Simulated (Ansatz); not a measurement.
```yaml
crystal:
  periodic: [false, false, false]
  atoms:
    - {symbol: N, position_ang: [-1.328088, 0.889287, -0.070127]}
    - {symbol: Si, position_ang: [0.263688, 0.551062, -0.632703]}
    - {symbol: C, position_ang: [1.097887, -0.697922, 0.489629]}
    - {symbol: S, position_ang: [0.070773, -2.172166, 0.711461]}
    - {symbol: H, position_ang: [-2.089448, 0.920148, -0.727164]}
    - {symbol: H, position_ang: [-1.488309, 1.518104, 0.699778]}
    - {symbol: H, position_ang: [0.120183, -0.015833, -1.996656]}
    - {symbol: H, position_ang: [1.134357, 1.763880, -0.675022]}
    - {symbol: H, position_ang: [1.365174, -0.262519, 1.456387]}
    - {symbol: H, position_ang: [2.026451, -1.028002, 0.015639]}
    - {symbol: H, position_ang: [-1.107468, -1.522939, 0.749277]}
basis:
  gaussian: {orbitals: aug-pcseg-2}
total_charge: 1
magnetization: {spin_polarized: true, initial_magnetization: 1}
hamiltonian: {xc: {name: PBE}, dispersion: d4}
scf: {lower_state_search: full}
output: {forces: true}
```

```sh
$ ansatz run in.yaml --threads 4 --pin off --events-out ev --progress --plain --max-ram 10444MiB
```

It prints (some lines left out):

```
Functional definition: PBE
1479 factors; their error is unknown
mean field evaluation 1: about -21307.7324 eV, gradient 8.3e1 eV
mean field evaluation 2: about -21170.5058 eV, gradient 1.5e2 eV
mean field evaluation 4: about -21328.4394 eV, gradient 3.4e1 eV
mean field evaluation 8: about -21336.4889 eV, gradient 2.3e0 eV
mean field evaluation 16: about -21336.4769 eV, gradient 2.3e-2 eV
mean field evaluation 32: about -21336.2130 eV, gradient 1.4e-1 eV
mean field evaluation 96: about -21336.4769 eV, gradient 4.1e-3 eV
mean field -21336.47692827 eV, -784.1010647305 hartree, gradient 4.0e-5 eV, S^2 0.752697; 7 other end points of the search recorded, 0 dependent functions left out
reference -21336.47698661 eV, -784.1010668745 hartree; 25, 24 occupied and 328, 329 virtual orbitals, 1479 factors
Total energy: -21336.69227310 eV, -784.1089785071 hartree
Atom 0 at    -1.328088     0.889287    -0.070127 Å, force     0.347555     0.051835     0.167372 eV/Å
Atom 1 at     0.263688     0.551062    -0.632703 Å, force    -0.188394     0.574367    -1.194418 eV/Å
Atom 2 at     1.097887    -0.697922     0.489629 Å, force    -0.010765    -1.091386     0.336268 eV/Å
Atom 3 at     0.070773    -2.172166     0.711461 Å, force     0.840193     0.085273    -0.206633 eV/Å
Atom 4 at    -2.089448     0.920148    -0.727164 Å, force    -0.507425    -0.095291    -0.302573 eV/Å
Atom 5 at    -1.488309     1.518104     0.699778 Å, force    -0.169694     0.306278     0.457794 eV/Å
Atom 6 at     0.120183    -0.015833    -1.996656 Å, force    -0.013322    -0.130765     0.045669 eV/Å
Atom 7 at     1.134357     1.763880    -0.675022 Å, force     0.101626     0.029417     0.235487 eV/Å
Atom 8 at     1.365174    -0.262519     1.456387 Å, force    -0.175346     0.240829     0.278349 eV/Å
Atom 9 at     2.026451    -1.028002     0.015639 Å, force     0.241590    -0.190638     0.024346 eV/Å
Atom 10 at    -1.107468    -1.522939     0.749277 Å, force    -0.466018     0.220080     0.158340 eV/Å
Dipole moment:    -0.157834     0.187092     0.175270 e Å
```

Run time 13 s (4 threads of an AMD EPYC 9R45 on a shared host); peak host memory 1.8 GiB.
